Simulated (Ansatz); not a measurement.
Isolated molecules relaxed with PBE0-D4/def2-TZVP in Ansatz; ΔE leaves out vibrations. CCSD(T)/CBS is the MP2 limit (def2-TZVPP, def2-QZVPP) plus CCSD(T) − MP2 in def2-TZVPP, frozen cores. This one scheme is used for every species, atoms too. Functionals use def2-TZVPP. B3LYP here is the variant with VWN-RPA as its local correlation; programs differ in this. No spin–orbit coupling; open shells (•) take unrestricted orbitals. Spin–orbit coupling would lower the free atoms: a little for C, S, Si.

Consider the atomization: `CC1C[SiH2]S1` → 3 C• + 8 H• + S• + Si•.

```json
{"level": "B3LYP-D4", "ΔE (eV)": "50.09"}
{"level": "ωB97M-V", "ΔE (eV)": "50.42"}
{"level": "PBE", "ΔE (eV)": "50.66"}
{"level": "PBE0", "ΔE (eV)": "50.22"}
{"level": "HF/def2-TZVPP", "ΔE (eV)": "37.43"}
{"level": "MP2/def2-TZVPP", "ΔE (eV)": "49.53"}
{"level": "SCS-MP2/def2-TZVPP", "ΔE (eV)": "49.39"}
{"level": "CCSD/CBS(def2)", "ΔE (eV)": "49.52"}
```

(1) What does CCSD(T)/CBS give? (An estimate is asked.)

Largest T1 diagnostic among the species: 0.012.

## Answers

(1) The calculation gave: +50.21 eV. The listed levels differ from it by -0.12, 0.21, 0.45, 0.01, -12.78, -0.68, -0.82, -0.69 eV.

The D4 term adds +0.55 eV with B3LYP and +0.29 eV with PBE0; it sums over pairs of atoms, weighted by their polarisabilities, and B3LYP, whose exchange is more repulsive, gets the larger term. From PBE to PBE0 (25 % exact exchange), in def2-TZVPP and without D4, ΔE moves by −0.44 eV: exact exchange takes away binding that semilocal exchange gives to molecules. In def2-TZVPP, CCSD(T) changes the Hartree–Fock value by +11.55 eV (the triples alone add +0.69 eV) and MP2 by +12.10 eV; breaking electron pairs costs correlation energy, which Hartree–Fock lacks.

For atomizations the MP2-based limit and the directly extrapolated one differ by several kJ/mol either way, and by 10 to 25 for some Ge, Se and Sn compounds, so smaller differences from it don't rank the levels.
